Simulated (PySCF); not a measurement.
**Computed data sheet: `C=C[C@@]1(Cl)CC[C@@H]2O[C@@H]2C1`**

Species: C8H11ClO.
SMILES with atom numbers: `[CH2:1]=[CH:2][C@@:3]1([Cl:4])[CH2:5][CH2:6][C@@H:7]2[O:8][C@@H:9]2[CH2:10]1` (hydrogens: H11, H12 on C1; H13 on C2; H14, H15 on C5; H16, H17 on C6; H18 on C7; H19 on C9; H20, H21 on C10)

Some functional groups and rings: C=C double bond, ether, epoxide and C–Cl bond.

From GFN2-xTB geometry:

```
Point group of the GFN2-xTB geometry                  : C1
Rotational constants A, B, C of the GFN2-xTB geometry : 1.780, 0.929, 0.842 GHz
```

PBE0/pcSseg-1 ground state and GIAO shieldings, non-relativistic (PySCF):

```
Dipole moment                                               : 2.69 D
HOMO energy                                                 : -7.84 eV
LUMO energy                                                 : -0.43 eV
HOMO–LUMO gap                                               : 7.41 eV
Lowest Hirshfeld atomic charge                              : -0.16 e on O8
Highest Hirshfeld atomic charge                             : +0.06 e on C3
13C chemical shifts (computed TMS as zero) by class         : 151.0 (C2), 119.8 (C1), 71.5 (C3), 49.3 (C7), 49.2 (C9), 40.1 (C10), 36.4 (C5), 28.0 (C6) ppm
1H chemical shifts (computed TMS as zero) by class          : 6.10 (H13), 5.52 (H11), 5.39 (H12), 2.80 (H19), 2.65 (H18), 2.58 (H20), 2.41 (H21), 2.15 (H15), 2.05 (H17), 1.72 (H16), 1.60 (H14) ppm
Isotropic shieldings of nuclei other than C and H, by class : 303 (O8), 646 (Cl4) ppm
Mayer bond orders between heavy atoms                       : C1–C2 1.99, C2–C3 0.94, C3–Cl4 1.08, C3–C5 0.97, C5–C6 1.03, C6–C7 1.02, C7–O8 0.92, O8–C9 0.90, C9–C10 1.00, C10–C3 0.97, C9–C7 0.99
```

Monoisotopic mass from the formula: 158.0498 u.

With B = h/(8π²I), that is 505.379 GHz u Å² over I, the principal moments of inertia are 284.0, 544.3 and 599.9 u Å² (most abundant isotopes); the inertial defect Ic − Ia − Ib is -228.4 u Å² (zero for a rigid planar frame, negative otherwise). The dipole matches unit charges of opposite sign 0.56 Å apart (1 e·Å = 4.8032 D). The rotational constants make it an asymmetric top with κ = (2B − A − C)/(A − C) = -0.82, nearer the prolate limit (−1). A dipole of 2.69 D is allowed in C1, and pure rotational transitions are dipole-allowed.

Geometry: GFN2-xTB, one conformer, isolated molecule.

For the NMR shielding job (PBE0/pcSseg-1), time: 50 s of wall time. Hardware: Arm Neoverse V1, one thread, no GPU, shared host.
